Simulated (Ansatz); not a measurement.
Ansatz results at the PBE0-D4/def2-TZVP geometry: size of the dipole moment (ωB97M-V/def2-TZVPP) 0.43 D; HOMO–LUMO gap (PBE0/def2-TZVPP) 9.01 eV; LUMO energy (PBE/def2-TZVPP) -1.01 eV.

Each molecule was computed in one conformer, which needn't be the lowest.

Q: Which molecule gave them?
A. `O[SiH2]O[SiH](Cl)Cl`
B. `O[Si](O)(Cl)[SiH2]Cl`
C. `O[Si](Cl)(Cl)O[SiH3]`
D. `O[SiH2][Si](O)(Cl)Cl`

A: C. The others give `O[Si](O)(Cl)[SiH2]Cl`: 1.40, 7.49, -1.57; `O[SiH2]O[SiH](Cl)Cl`: 0.36, 9.42, -0.59; `O[SiH2][Si](O)(Cl)Cl`: 2.01, 7.32, -1.66.
